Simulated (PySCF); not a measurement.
## Mayer bond orders and bond lengths

Compound: C7H11FOSi.
Numbering: `[CH3:1][C:2]#[C:3][Si@@H:4]([F:5])[C@H:6]([CH3:7])[C:8]([CH3:9])=[O:10]` (hydrogens: H11, H12, H13 on C1; H14 on Si4; H15 on C6; H16, H17, H18 on C7; H19, H20, H21 on C9)

Cartesian coordinates in Å at the GFN2-xTB level; atoms count from 1:
```xyz
21
C7H11FOSi angstrom
C      3.5603   -1.5563    1.0225
C      2.4597   -0.6247    0.9965
C      1.5388    0.1537    0.9705
Si     0.1430    1.3519    0.9850
F      0.7276    2.7827    0.5013
C     -1.1706    0.8821   -0.3330
C     -2.2929    1.9210   -0.3436
C     -1.6914   -0.4803    0.0108
C     -0.9731   -1.6266   -0.6606
O     -2.6010   -0.6554    0.7875
H      3.8087   -1.8021    2.0544
H      4.4327   -1.1132    0.5437
H      3.2902   -2.4708    0.4955
H     -0.4185    1.5915    2.3023
H     -0.6842    0.8493   -1.3119
H     -2.9921    1.7123   -1.1523
H     -2.8426    1.8829    0.5938
H     -1.8964    2.9244   -0.4811
H     -1.2491   -1.6488   -1.7138
H      0.1029   -1.4868   -0.5889
H     -1.2607   -2.5696   -0.2024
```

Bond orders from the PBE0/pcSseg-1 density (PySCF). The structure is a single GFN2-xTB conformer in the gas phase; no vibrational or solvent corrections. GFN2-xTB frequencies show an imaginary mode (42i cm⁻¹), so this geometry is no minimum at that level.

(1) Where do the orders between heavy atoms depart from those drawn in the SMILES?

(2) Set the Mayer orders of the bonds beside their lengths.

Results:

(1) The largest departure is 0.521, at C2–C3 (drawn triple, 2.479). Drawn single, order above 1.12: C1–C2 (1.184). Drawn single, order below 0.88: Si4–C6 (0.817). Drawn double or triple, more than 0.30 short of the drawn order: C2–C3 (2.479).

(2) 
```
   bond  drawn as  length (Å)  Mayer order
  C1–C2    single       1.442        1.184
  C2–C3    triple       1.206        2.479
 C3–Si4    single       1.840        0.993
 Si4–F5    single       1.619        0.939
 Si4–C6    single       1.919        0.817
  C6–C7    single       1.529        1.040
  C6–C8    single       1.499        0.923
  C8–C9    single       1.510        1.014
 C8–O10    double       1.209        1.991
 C1–H11    single       1.089        0.921
 C1–H12    single       1.089        0.919
 C1–H13    single       1.090        0.918
Si4–H14    single       1.452        0.925
 C6–H15    single       1.094        0.929
 C7–H16    single       1.089        0.968
 C7–H17    single       1.087        0.953
 C7–H18    single       1.088        0.958
 C9–H19    single       1.089        0.940
 C9–H20    single       1.087        0.934
 C9–H21    single       1.087        0.959
```

Bonds between the same two heavy elements. C–C: lowest C6–C8 (0.923, 1.499 Å), highest C2–C3 (2.479, 1.206 Å); in 3 of the 10 pairs the longer bond (by over 0.003 Å) has the higher order (by 0.02 or more). C–Si: lowest Si4–C6 (0.817, 1.919 Å), highest C3–Si4 (0.993, 1.840 Å).

Task: Sum the orders of all bonds at each heavy atom with more than one neighbour and set the sums beside the valence in the SMILES.

Result: C1 3.942 (drawn 4), C2 3.663 (drawn 4), C3 3.472 (drawn 4), Si4 3.674 (drawn 4), C6 3.709 (drawn 4), C7 3.919 (drawn 4), C8 3.928 (drawn 4), C9 3.847 (drawn 4). Orders between atoms that aren't bonded are not in these sums.

The Mayer order sums products of elements of PS (density times overlap matrix) between the two atoms' basis functions, so it depends on the basis set.
